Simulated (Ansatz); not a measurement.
Born–Oppenheimer molecular dynamics of AlCl$_{2}$H$_{5}$OSi (10 atoms, charge 0, multiplicity 1). It starts at the highest image of a converged band, a first-order saddle point between two minima.

The calculation used Ansatz 0.2.0, RKS PBE-D4/def2-SVP.

```json
{"ensemble": "NVE (velocity Verlet)", "time step": "0.5 fs", "steps asked": "200", "starting velocities drawn for": "300 K", "seed": "9692"}
```

Frames 5 fs apart, positions in Å, forces in eV/Å.

Velocities at 25 fs (Å/ps):

```
Al 0.07 -6.33 2.98
Cl -0.94 1.99 -0.32
O 1.03 0.71 2.97
Si -0.53 0.65 -3.95
H 15.71 -8.27 -2.17
H -5.56 9.34 20.60
H 3.92 -4.53 4.33
Cl 0.64 1.69 -0.15
H -2.47 0.74 -2.12
H -4.59 13.49 -20.90
```

```xyz
10
Properties=species:S:1:pos:R:3:forces:R:3 time_fs=25 energy_less_start_eV=0.113 T=191
Al -0.142 0.300 -0.082 0.24 -1.58 0.49
Cl -0.179 0.093 2.372 -0.03 -0.36 -0.72
O 1.390 -0.303 -0.658 -1.26 0.68 0.27
Si 2.430 -1.371 -1.393 0.51 -0.86 0.89
H 1.680 -2.479 -2.107 0.07 0.40 -0.29
H 3.465 -0.591 -2.138 -0.12 0.00 -0.42
H 3.244 -2.166 -0.352 -0.31 0.37 -0.19
Cl -2.070 -0.239 -0.892 0.88 0.43 0.26
H 0.057 1.865 0.571 0.07 0.65 -0.67
H 0.040 1.377 1.361 -0.04 0.28 0.39
10
Properties=species:S:1:pos:R:3:forces:R:3 time_fs=30 energy_less_start_eV=-0.054 T=352
Al -0.141 0.262 -0.064 0.01 -1.13 1.05
Cl -0.184 0.101 2.367 -0.03 -0.14 -1.09
O 1.386 -0.296 -0.642 -0.77 0.09 -0.17
Si 2.429 -1.371 -1.407 0.34 -0.10 1.26
H 1.756 -2.477 -2.159 -0.20 0.23 -0.40
H 3.440 -0.534 -2.102 0.03 0.02 -0.54
H 3.223 -2.142 -0.360 -0.15 0.18 -0.05
Cl -2.064 -0.230 -0.892 0.78 0.37 0.21
H 0.052 1.942 0.485 -0.01 0.05 0.00
H 0.013 1.478 1.300 0.00 0.43 -0.26
10
Properties=species:S:1:pos:R:3:forces:R:3 time_fs=35 energy_less_start_eV=-0.331 T=620
Al -0.140 0.213 -0.037 -0.44 -0.81 1.94
Cl -0.189 0.109 2.355 -0.04 -0.12 -1.46
O 1.371 -0.287 -0.629 0.08 -0.47 -0.68
Si 2.431 -1.372 -1.413 -0.12 1.26 0.02
H 1.791 -2.413 -2.296 -0.17 0.24 -0.01
H 3.412 -0.482 -2.180 -0.31 -0.39 0.04
H 3.174 -2.085 -0.369 0.34 -0.37 0.47
Cl -2.053 -0.217 -0.890 0.64 0.34 0.13
H 0.046 2.047 0.390 -0.04 0.00 0.24
H -0.012 1.677 1.179 0.06 0.32 -0.69
10
Properties=species:S:1:pos:R:3:forces:R:3 time_fs=40 energy_less_start_eV=-0.644 T=922
Al -0.142 0.156 0.008 -0.59 -0.57 2.31
Cl -0.194 0.116 2.334 -0.02 -0.11 -1.65
O 1.357 -0.285 -0.625 0.53 -0.64 -0.85
Si 2.433 -1.363 -1.416 -0.39 0.74 0.40
H 1.786 -2.296 -2.434 -0.09 0.07 0.48
H 3.329 -0.506 -2.262 0.21 -0.01 0.13
H 3.180 -2.091 -0.304 -0.16 0.05 -0.44
Cl -2.037 -0.203 -0.888 0.47 0.29 0.05
H 0.038 2.191 0.255 0.01 0.25 -0.41
H -0.031 1.916 0.996 0.02 -0.06 -0.01
10
Properties=species:S:1:pos:R:3:forces:R:3 time_fs=45 energy_less_start_eV=-0.902 T=1171
Al -0.150 0.095 0.072 -0.11 -0.35 1.51
Cl -0.199 0.122 2.301 0.01 -0.01 -1.32
O 1.350 -0.291 -0.634 0.11 -0.33 -0.38
Si 2.430 -1.348 -1.416 -0.56 0.76 0.26
H 1.752 -2.170 -2.471 -0.25 -0.44 0.31
H 3.292 -0.535 -2.315 0.52 0.26 0.16
H 3.164 -2.098 -0.320 -0.07 -0.02 -0.40
Cl -2.018 -0.186 -0.885 0.33 0.20 0.04
H 0.031 2.390 0.046 -0.02 -0.08 -0.04
H -0.041 2.148 0.789 0.04 0.01 -0.14
10
Properties=species:S:1:pos:R:3:forces:R:3 time_fs=50 energy_less_start_eV=-1.032 T=1298
Al -0.158 0.030 0.149 0.50 -0.28 -0.33
Cl -0.205 0.128 2.260 0.02 0.07 -0.16
O 1.344 -0.303 -0.648 -0.70 0.23 0.46
Si 2.424 -1.325 -1.416 -0.41 0.94 -1.11
H 1.667 -2.136 -2.431 -0.03 -0.35 0.18
H 3.359 -0.518 -2.320 -0.04 -0.13 0.51
H 3.141 -2.119 -0.414 0.37 -0.43 0.35
Cl -1.997 -0.168 -0.882 0.29 0.12 0.11
H 0.022 2.578 -0.208 -0.11 -0.44 1.11
H -0.044 2.372 0.583 0.12 0.25 -1.13
10
Properties=species:S:1:pos:R:3:forces:R:3 time_fs=55 energy_less_start_eV=-0.913 T=1184
Al -0.162 -0.037 0.223 0.71 -0.41 -2.81
Cl -0.210 0.134 2.218 0.00 0.23 1.86
O 1.328 -0.311 -0.655 -1.05 0.56 1.02
Si 2.414 -1.297 -1.423 -0.01 -0.79 -0.30
H 1.579 -2.178 -2.348 0.36 0.08 0.07
H 3.428 -0.517 -2.220 -0.11 0.06 0.07
H 3.177 -2.212 -0.459 -0.23 0.31 -0.17
Cl -1.974 -0.149 -0.878 0.32 0.06 0.21
H 0.005 2.721 -0.400 0.11 0.22 -1.99
H -0.038 2.603 0.308 -0.10 -0.34 2.04
10
Properties=species:S:1:pos:R:3:forces:R:3 time_fs=60 energy_less_start_eV=-0.636 T=915
Al -0.160 -0.108 0.271 0.44 -0.43 -4.67
Cl -0.215 0.143 2.189 -0.04 0.50 3.78
O 1.298 -0.311 -0.648 -0.47 0.29 0.81
Si 2.404 -1.274 -1.432 -0.11 -1.08 0.58
H 1.565 -2.209 -2.258 0.21 0.11 -0.45
H 3.476 -0.500 -2.103 -0.03 0.31 -0.36
H 3.175 -2.246 -0.526 -0.25 0.41 0.02
Cl -1.948 -0.130 -0.873 0.25 -0.03 0.24
H -0.009 2.852 -0.685 -0.05 -0.14 1.45
H -0.032 2.816 0.137 0.06 0.07 -1.39
10
Properties=species:S:1:pos:R:3:forces:R:3 time_fs=65 energy_less_start_eV=-0.620 T=898
Al -0.155 -0.182 0.281 -0.38 -0.18 -3.90
Cl -0.221 0.154 2.184 -0.06 0.57 3.80
O 1.261 -0.307 -0.629 0.91 -0.36 -0.13
Si 2.392 -1.258 -1.438 -0.24 0.25 0.16
H 1.601 -2.216 -2.269 0.05 0.15 -0.60
H 3.501 -0.423 -2.058 -0.53 -0.06 -0.17
H 3.126 -2.200 -0.575 0.28 -0.23 0.69
Cl -1.921 -0.111 -0.867 -0.03 -0.11 0.10
H -0.029 2.952 -0.877 -0.01 -0.05 0.00
H -0.018 3.043 -0.115 0.01 0.01 0.04
10
Properties=species:S:1:pos:R:3:forces:R:3 time_fs=70 energy_less_start_eV=-0.770 T=1044
Al -0.153 -0.258 0.257 -1.32 0.38 -1.01
Cl -0.227 0.169 2.205 -0.01 0.26 2.10
O 1.238 -0.309 -0.613 2.17 -0.74 -1.12
Si 2.379 -1.243 -1.441 -0.16 -0.31 0.39
H 1.657 -2.179 -2.406 0.20 0.40 0.01
H 3.419 -0.350 -2.058 -0.20 -0.01 -0.15
H 3.118 -2.179 -0.494 -0.15 0.23 -0.04
Cl -1.895 -0.093 -0.859 -0.53 -0.16 -0.21
H -0.048 3.054 -1.070 -0.07 -0.29 -0.87
H -0.004 3.257 -0.356 0.06 0.25 0.89
10
Properties=species:S:1:pos:R:3:forces:R:3 time_fs=75 energy_less_start_eV=-0.712 T=989
Al -0.162 -0.331 0.223 -1.00 0.88 1.31
Cl -0.233 0.186 2.239 0.06 -0.20 0.34
O 1.244 -0.321 -0.612 1.54 -0.47 -0.86
Si 2.364 -1.229 -1.442 0.46 -0.34 0.13
H 1.752 -2.063 -2.549 -0.05 -0.01 0.25
H 3.294 -0.276 -2.095 0.33 0.12 -0.09
H 3.086 -2.115 -0.414 -0.17 0.19 -0.47
Cl -1.872 -0.075 -0.853 -1.16 -0.13 -0.63
H -0.076 3.122 -1.296 0.17 0.71 1.48
H 0.018 3.494 -0.559 -0.18 -0.75 -1.46
10
Properties=species:S:1:pos:R:3:forces:R:3 time_fs=80 energy_less_start_eV=-0.479 T=763
Al -0.179 -0.396 0.200 0.41 1.23 2.21
Cl -0.238 0.202 2.277 0.09 -0.57 -0.78
O 1.272 -0.339 -0.622 -0.81 0.30 0.52
Si 2.354 -1.218 -1.443 1.57 0.57 -1.65
H 1.834 -1.949 -2.640 -0.33 -0.47 0.17
H 3.232 -0.188 -2.143 0.20 -0.32 0.34
H 3.029 -2.026 -0.422 0.50 -0.64 0.14
Cl -1.857 -0.059 -0.852 -1.64 -0.05 -0.96
H -0.094 3.233 -1.423 -0.24 -0.86 -1.04
H 0.029 3.679 -0.855 0.23 0.82 1.06
```

Of the whole run (100 fs, mean temperature of the second half 892 K): The conserved energy stayed within 0.14 meV per atom of its start (net change -0.0023 meV per atom), so the integration is sound. The kinetic energy rose, since the run started high on the potential surface and went downhill. It ends in pieces (AlCl2H3OSi + H2), so much of that is their flight and rotation, not heat. A run of 0.1 ps of so small a system gives no equilibrium averages. The orbitals stay closed-shell, which can raise the energy where a bond breaks towards radicals; this wasn't checked here.

The run took 4 min on 4 threads of Arm Neoverse V1, on a shared host, peak memory 0.16 GiB.
